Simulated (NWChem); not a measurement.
System: C3H4BFO; SMILES C1=COCB1F

Here is an NWChem input.

```
start job
memory heap 200 mb stack 900 mb global 1100 mb
geometry units angstroms noautosym nocenter noautoz
  F     -0.039905     2.154513     0.000000
  B      0.050835     0.827739     0.000000
  C      1.263907    -0.084669     0.000000
  C      0.728701    -1.336407     0.000000
  O     -0.594598    -1.470440     0.000000
  C     -1.189865    -0.163849     0.000000
  H      2.339120     0.088792     0.000000
  H      1.254257    -2.297760     0.000000
  H     -1.839708    -0.084023    -0.887225
  H     -1.839708    -0.084023     0.887225
end
basis spherical
  * library 6-31g*
end
dft
  xc b3lyp
  iterations 150
end
property
  shielding 9 1 2 3 4 5 6 7 8 9
end
task dft property
```

All runs use the structure optimised with PBE0/def2-SVP.

GIAO values for the isolated, static molecule; σ is the absolute isotropic shielding, δ = σ(reference) − σ with the isolated reference molecule computed at the same levels (11B: boron trifluoride, 13C: tetramethylsilane, 19F: trichlorofluoromethane, 1H: tetramethylsilane, 17O: water).

Atoms are numbered as in the input.

### Question
Predict the main results of this run. (B3LYP/6-31G* (spherical d), GIAO.) Quantities: δ F1 (ppm); δ B2 (ppm); δ O5 (ppm); δ C6 (ppm); δ H7 (ppm); δ H8 (ppm); δ H9 (ppm).

### Answer
The δ F1 (ppm) is -78.6 and the δ B2 (ppm) is 40.7. The δ O5 (ppm) comes out as 154.8, the δ C6 (ppm) is 59.4 and the δ H7 (ppm) is 4.68. The δ H8 (ppm) is 7.79. The δ H9 (ppm) is 3.51.
